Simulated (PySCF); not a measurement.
Gas-phase reaction: 2 InCl₃ + 3 Br₂ → 2 InBr₃ + 3 Cl₂

Energies from PySCF, thermal terms from the rigid-rotor harmonic-oscillator model, ideal gas at 1 bar. † marks an energy on the PBE0/def2-TZVP geometry and frequencies; other levels use their own. All species are closed-shell singlets. B3LYP is the form with VWN-RPA correlation. In: scalar-relativistic def2 core potential, no spin-orbit coupling. Br: all electrons, no relativistic terms. The harmonic model lacks anharmonicity and excited electronic states, which grow with temperature; levels with a mode under 35 cm⁻¹ are left out. Soft modes under 120 cm⁻¹ make the harmonic entropy rough for InCl₃, InBr₃.

```
level               ΔE electronic, kJ  ΔH°(298 K), kJ  ΔS°(298 K), J/K  ΔG°(1200 K), kJ
------------------  -----------------  --------------  ---------------  ---------------
B3LYP/def2-TZVP†                  129             129                1              128
BLYP/def2-TZVP†                   131             131                1              130
HF/def2-TZVP†                     135             135                1              134
M06-2X/def2-TZVP†                 113             114                1              113
PBE/def2-SVP                      163             163                3              159
PBE/def2-TZVP†                    118             118                1              117
PBE0/def2-TZVP                    118             119                1              118
r2SCAN/def2-TZVP†                 125             125                1              124
ωB97X-V/def2-TZVP†                128             129                1              128
```
ΔH° is lowest at M06-2X/def2-TZVP† and highest at PBE/def2-SVP. No reference value is set beside these.
